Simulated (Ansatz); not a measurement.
Cost and result up the ladder for the cluster Li₄O₂ (6 atoms). Total charge 0; singlet. Geometry: r2SCAN-D4/def2-TZVP.

```csv
atom,x (Å),y (Å),z (Å)
Li1,-0.377,-1.151,-0.286
Li2,-0.911,0.556,2.149
Li3,0.665,0.974,-0.395
Li4,1.249,-0.762,-2.945
O5,-0.944,0.483,0.396
O6,0.318,-0.101,1.082
```

Ansatz on 4 threads of Arm Neoverse V1 on a shared host. Times are rough, and most runs start from the orbitals of an earlier one. No level here is sound enough to serve as a yardstick. Binding counts from free atoms at the same level (Li doublet, O triplet; other spins of the atoms weren't run), without zero-point energy or a counterpoise term.

Correlated methods freeze 2 core orbitals; core or outer-core shells of Li are correlated, in sets that lack core-valence functions. The structure holds 1 bond(s) between oxygen atoms. Another isomer (singlet) lies 3.45 eV lower at PBE0-D4/def2-TZVP; other spin states weren't run for this one.

Run but left out: HF/def2-TZVP (restricted singlet, unstable in another Hartree–Fock run and untested here).

Correlated methods converge slowly with the basis.

```csv
level,functions,wall time,binding energy per atom (eV),remarks
PBE0-D4/def2-TZVP,118,0.8 s,2.22,restricted SCF unstable in HF
PBE-D4/def2-TZVP (with forces),118,0.95 s,2.39,restricted SCF unstable in HF
r2SCAN-D4/def2-TZVP,118,1.5 s,2.28,restricted SCF unstable in HF
B97M-V/def2-TZVP,118,3.6 s,2.29,restricted SCF unstable in HF
CCSD(T)/def2-TZVPP,138,12 s,2.23,restricted SCF unstable
```
